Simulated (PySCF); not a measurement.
## How methods differ on the ionisation energy of Hf³⁰⁺

Hf³⁰⁺ [Kr] 4d6 [4d3/2^4 4d5/2^2, M_J = 4] → Hf³¹⁺ [Kr] 4d5 [4d3/2^4 4d5/2^1, M_J = 5/2], as a difference of total energies. Calculation: PySCF 2.14, in an even-tempered Gaussian basis (17 s from 2.8 bohr⁻², ratio 2.8; 14 p from 3.6 bohr⁻², ratio 2.8; 9 d from 3.6 bohr⁻², ratio 2.8; 3 f from 15 bohr⁻², ratio 3); the two-component X2C-1e Hamiltonian. Correlated levels: [Ar] 3d10 frozen; the 92 highest virtual spinors dropped. "Screened" scales the spin-orbit matrix elements by Boettger's factors to mimic the two-electron term; Breit and QED terms are absent.

```csv
method,ionisation energy (eV)
GHF (spin-free),1192.8
GMP2 (spin-free),1193.4
GHF (screened spin-orbit),1194.2
GMP2 (screened spin-orbit),1194.2
```

Breit and QED terms and the two-electron picture change are absent.

The spin-free rows relax to the high-spin LS determinant and lack the spin-orbit shift.

The labels give the starting determinants; with spin-orbit coupling the two ends relaxed to ⟨J²⟩ = 20.02, ⟨L²⟩ = 11.10, ⟨S²⟩ = 3.53 and ⟨J²⟩ = 8.76, ⟨L²⟩ = 4.23, ⟨S²⟩ = 3.87.

For comparison: 1195 ± 4 eV (theoretical estimate listed by NIST; NIST Atomic Spectra Database, ionization energies).
